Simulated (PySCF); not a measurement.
SMILES [Br][GeH]([Br])[OH] (H₂Br₂GeO) (PBE0/def2-SVP optimised geometry):

```
6

Ge    -0.351    -1.074     0.000
O     -0.863    -1.918     1.454
Br    -1.174     1.074     0.000
Br    -1.175    -2.138    -1.865
H      1.174    -1.074     0.000
H     -1.821    -1.981     1.554
```

Level of theory: PBE0/def2-TZVP (PySCF).

Problem. What are the frontier orbital energies and the dipole moment?

Solution. HOMO-2 -8.86 eV, HOMO-1 -8.80 eV, HOMO -8.55 eV, LUMO -1.41 eV, LUMO+1 0.10 eV; dipole moment 0.47 D.

On the same geometry PBE/def2-TZVP (PySCF 2.14.0) gives HOMO-2 -7.54 eV, HOMO-1 -7.45 eV, HOMO -7.23 eV, LUMO -2.32 eV, LUMO+1 -0.78 eV; dipole moment 0.53 D.

Meta-Löwdin charges at PBE0/def2-TZVP: Ge1 0.90, O2 -0.71, Br3 -0.25, Br4 -0.25, H5 -0.04, H6 0.35.
